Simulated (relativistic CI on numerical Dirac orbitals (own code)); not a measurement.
## A ladder of approximations for the levels of Fe V

Calculated with a relativistic CI code on KLI orbitals (one set per configuration, finite nucleus), adding one ingredient at a time: step 1, Dirac-Coulomb, each configuration alone; step 2, with Breit and QED terms; step 3, with configuration mixing; step 4, with scaled Slater integrals (0.85); step 5, with a P86 correlation estimate; step 6, tied to the ionisation limit. P86 is a density functional for the correlation energy, evaluated here for each configuration and added to its levels. Step 6 is semi-empirical: configurations made of the next ion and one excited electron move by -1063 cm⁻¹, so that their limit matches the tabulated ionisation energy, and those with a non-penetrating f or g electron also take the P86 value of the least penetrating other one.

Configurations in the expansion (outside the closed core [Ne]): 3s2 3p6 3d4, 3s2 3p6 3d3 4s, 3s2 3p6 3d3 4p, 3s2 3p5 3d5, 3s2 3p6 3d3 4d, 3s2 3p6 3d3 5s, 3s2 3p6 3d3 5p, 3s2 3p6 3d3 4f, 3s2 3p6 3d3 5d, 3s 3p6 3d5, 3s2 3p6 3d2 4s 4p, 3s2 3p6 3d3 5f, 3s2 3p6 3d2 4s2, 3s2 3p6 3d 4s2 4p, 3s2 3p6 3d 4s2 4d, 3s2 3p6 3d 4s2 5s, 3s2 3p6 3d 4s2 5p, 3s2 3p6 3d2 4p2, 3s2 3p6 3d 4s 4p2, 3s2 3p6 3d 4p3, 3s2 3p6 3d 4p2 4d, 3s2 3p6 3d 4p2 5s, 3s2 3p6 3d 4p2 5p, 3s2 3p6 3d2 4s 4d, 3s2 3p6 3d 4s 4p 4d, 3s2 3p6 3d 4s 4d2, 3s2 3p6 3d 4s 4d 5s, 3s2 3p6 3d 4s 4d 5p.

Computed minus measured energy above the ground level, in cm⁻¹, for 21 of the 60 excited levels that pair in every step (one J of a term; a digit in brackets numbers repeated terms):

| Configuration | Term | J | Measured | Step 1 | Step 2 | Step 3 | Step 4 | Step 5 | Step 6 |
| --- | --- | --- | --- | --- | --- | --- | --- | --- | --- |
| 3s2 3p6 3d4 | 5D | 1 | 142 | 17 | -5 | -7 | -5 | -5 | -5 |
| 3s2 3p6 3d4 | 3P(2) | 0 | 24055 | 4636 | 4716 | 4347 | 59 | 59 | 60 |
| 3s2 3p6 3d4 | 3H | 4 | 24932 | 1945 | 1835 | 2626 | -1522 | -1526 | -1526 |
| 3s2 3p6 3d4 | 3F(2) | 2 | 26761 | 4260 | 4167 | 3742 | -647 | -648 | -648 |
| 3s2 3p6 3d4 | 3G | 3 | 29817 | 4171 | 4059 | 3509 | -1282 | -1283 | -1282 |
| 3s2 3p6 3d4 | 1G(2) | 4 | 36586 | 6315 | 6128 | 4662 | -1107 | -1108 | -1107 |
| 3s2 3p6 3d4 | 3D | 3 | 36630 | 7274 | 7148 | 4787 | -970 | -969 | -969 |
| 3s2 3p6 3d4 | 1I | 6 | 37512 | 3078 | 2804 | 3793 | -2320 | -2327 | -2326 |
| 3s2 3p6 3d4 | 1S(2) | 0 | 39633 | 10171 | 10077 | 5889 | -172 | -170 | -169 |
| 3s2 3p6 3d4 | 1D(2) | 2 | 46291 | 6922 | 6800 | 6851 | -910 | -912 | -912 |
| 3s2 3p6 3d4 | 1F | 3 | 52733 | 8630 | 8492 | 6954 | -1623 | -1624 | -1623 |
| 3s2 3p6 3d4 | 3F(1) | 4 | 62238 | 10124 | 9980 | 9389 | -1197 | -1189 | -1190 |
| 3s2 3p6 3d3 4s | 5F | 1 | 186434 | -2426 | -2119 | -1524 | -3007 | 3512 | 2451 |
| 3s2 3p6 3d3 4s | 3F | 2 | 195196 | -504 | -228 | -599 | -3529 | 2998 | 1938 |
| 3s2 3p6 3d3 4s | 5P | 1 | 204730 | 1854 | 2085 | 2626 | -2064 | 4455 | 3393 |
| 3s2 3p6 3d3 4s | 3G | 3 | 208838 | 915 | 1079 | 1546 | -3593 | 2926 | 1864 |
| 3s2 3p6 3d3 4s | 3P | 0 | 212542 | 3755 | 4042 | 3626 | -2401 | 4123 | 3062 |
| 3s2 3p6 3d3 4s | 1G | 4 | 213534 | 1653 | 1794 | 1897 | -4028 | 2494 | 1434 |
| 3s2 3p6 3d3 4s | 3D | 1 | 215783 | 3732 | 3983 | 4293 | -2286 | 4233 | 3172 |
| 3s2 3p6 3d3 4s | 3H | 4 | 216779 | 719 | 794 | 1174 | -4984 | 1535 | 474 |
| 3s2 3p6 3d3 4s | 1P | 1 | 219487 | 3786 | 3897 | 3730 | -3089 | 3434 | 2373 |

Mean absolute errors in cm⁻¹, over all paired levels and for the configurations:

```tsv
Configuration, levels	Step 1	Step 2	Step 3	Step 4	Step 5	Step 6
all, 60	4536	4496	4117	1938	2049	1572
3s2 3p6 3d4, 33	6493	6369	5608	958	956	956
3s2 3p6 3d3 4s, 27	2144	2205	2295	3135	3386	2325
```

Measured levels: Corliss and Sugar, J. Phys. Chem. Ref. Data 11, 135 (1982).

Task: What does each ingredient do to the ground and the excited configurations, and where is the model closest to experiment?

Result: Terms of the ground configuration are off by 6493 at first, 5608 with mixing and 958 after scaling, which stands in for the correlation that narrows term splittings. The Breit and QED terms change the top of the ground term (measured 1283) from 1472 to 1248. Mixing lowers the ground level by 1133; relative to it the configurations that move most are 3s2 3p6 3d3 4s by +224. The P86 estimate moves 3s2 3p6 3d3 4s by +6521, and takes the mean absolute error of the excited configurations from 3135 to 3386. Step 6 takes that error from 3386 to 2325. The mean absolute error is lowest at step 6 (1572 cm⁻¹), and the largest single drop is from step 3 to 4 (4117 to 1938).
